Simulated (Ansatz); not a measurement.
H2BFGe, SMILES `[BH2][Ge][F]` (excited triplet) (charge 0, multiplicity 3). This triplet is an excited state, 0.49 eV above the relaxed singlet at the level frozen-core CCSD(T)/cc-pVTZ // B3LYP-D3(BJ)/def2-TZVP (Ansatz, an electronic-structure program).

Level of theory: PBE/cc-pVTZ // B3LYP-D3(BJ)/def2-TZVP (Ansatz).

Ansatz 0.2 input:
```yaml
crystal:
  periodic: [false, false, false]
  atoms:
    - { symbol: B, position_ang: [-0.819072, -0.107076, -0.008815] }
    - { symbol: Ge, position_ang: [1.13291, -0.64908, 0.24602] }
    - { symbol: F, position_ang: [2.242937, 0.678301, -0.089034] }
    - { symbol: H, position_ang: [-1.625718, -0.94657, 0.19852] }
    - { symbol: H, position_ang: [-0.931057, 1.024425, -0.346692] }
basis:
  gaussian: { orbitals: cc-pVTZ }
hamiltonian:
  xc: pbe
magnetization:
  spin_polarized: true
  initial_magnetization: 2
```

Output:

```
Functional definition: PBE
835 factors; their error is unknown
mean field evaluation 1: about -59925.0269 eV, gradient 3.9e1 eV
mean field evaluation 2: about -59882.1451 eV, gradient 8.6e1 eV
mean field evaluation 4: about -59932.4439 eV, gradient 5.1e0 eV
mean field evaluation 8: about -59932.6190 eV, gradient 3.6e-2 eV
mean field evaluation 16: about -59932.5993 eV, gradient 1.0e-4 eV
mean field -59932.59929033 eV, -2202.4824001448 hartree, gradient 3.5e-5 eV, S^2 2.003711; 0 other end points of the search recorded, 0 dependent functions left out
reference -59932.59932873 eV, -2202.4824015560 hartree; 25, 23 occupied and 106, 108 virtual orbitals, 835 factors
Total energy: -59932.59932873 eV, -2202.4824015560 hartree
```
